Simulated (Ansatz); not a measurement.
Caution, from a PySCF single point (PBE0-D3(BJ)/def2-TZVPD) at this geometry: the highest occupied level lies above zero, so the state may not be bound. This triplet is an excited state, 1.49 eV above the relaxed singlet at the level frozen-core CCSD(T)/aug-cc-pVDZ // PBE0-D3(BJ)/def2-TZVPD (Ansatz, a program for electronic structure).

A geometry relaxed with PBE0-D3(BJ)/def2-TZVPD in Ansatz, charge -1, multiplicity 3:

```xyz
6

N     -1.2494    -0.3874    -0.1690
H     -2.0303    -0.1418    -0.7606
H     -1.6078    -0.8694     0.6430
Al     0.1047     0.8449     0.0623
N      2.9215     0.1697    -1.1360
C      1.8613     0.3840    -0.7057
```

Write the SMILES of this molecule.

`N#[C][Al-][NH2]`
